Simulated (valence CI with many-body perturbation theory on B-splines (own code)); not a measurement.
Sc VIII: what each term of the Hamiltonian does

Computed by configuration interaction combined with many-body perturbation theory (CI+MBPT): four valence electrons over a frozen Dirac-Fock core [Ne], radial functions for each j: 11 s, 11 p, 9 d, 7 f, 5 g, 2 h, 1 i, with the one-electron correlation potential Σ1 (screened to all orders), the two-electron term Σ2, the three-electron term Σ3, Breit, model QED; selected single and double excitations, second order for the rest, scaled by the run's own slope (own B-spline code, finite nucleus).

Set against measurement, 21 paired levels are off by 87 cm⁻¹ on average, the worst by 341. These come from a selection out of Sugar and Corliss, J. Phys. Chem. Ref. Data 9, 473 (1980). Levels without a partner in it may be off by more.

Each rung adds one term. CI alone is the Dirac-Coulomb CI over the frozen core; QED comes last and gives the full result, which names the levels. Energies are above 3s2 3p2 3P_0 on the same rung, in cm⁻¹.

Names give the largest LS component (configuration and term), which can be under half, so a name can repeat, a term be missing and a line seem to break the LS rules; names also repeat where a configuration has a term twice.

| Level | CI alone |
| --- | --- |
| 3s2 3p2 3P_1 | 2312 |
| 3s2 3p2 3P_2 | 5630 |
| 3s2 3p2 1D_2 | 25465 |
| 3s2 3p2 1S_0 | 55693 |
| 3s 3p3 5S°_2 | 128626 |
| 3s 3p3 3D°_1 | 179786 |
| 3s 3p3 3D°_2 | 179877 |
| 3s 3p3 3D°_3 | 180405 |
| 3s 3p3 3P°_0 | 208145 |
| 3s 3p3 3P°_1 | 208244 |
| 3s 3p3 3P°_2 | 208302 |
| 3s 3p3 1D°_2 | 229386 |
| 3s 3p3 3S°_1 | 276915 |
| 3s2 3p 3d 3F°_2 | 279171 |
| 3s2 3p 3d 3F°_3 | 281203 |
| 3s 3p3 1P°_1 | 285022 |

What do these energies become with core correlation, Breit and QED?

3s2 3p2 3P_1 2275 (-37); 3s2 3p2 3P_2 5517 (-113); 3s2 3p2 1D_2 25124 (-341); 3s2 3p2 1S_0 55049 (-645); 3s 3p3 5S°_2 129472 (+846); 3s 3p3 3D°_1 179924 (+138); 3s 3p3 3D°_2 180000 (+124); 3s 3p3 3D°_3 180474 (+70); 3s 3p3 3P°_0 207754 (-391); 3s 3p3 3P°_1 207827 (-417); 3s 3p3 3P°_2 207880 (-422); 3s 3p3 1D°_2 228598 (-788); 3s 3p3 3S°_1 272759 (-4156); 3s2 3p 3d 3F°_2 278167 (-1004); 3s2 3p 3d 3F°_3 280140 (-1063); 3s 3p3 1P°_1 281845 (-3177).

How does the ionisation energy move along the ladder, and which term matters most?

CI alone 158.06, + Σ1 158.55, + Σ2 158.39, + Σ3 158.32, + Breit 158.28, + QED 158.28 eV. The largest step is Σ1, 0.49 eV. NIST lists 158.08 ± 0.25 eV (semi-empirical).
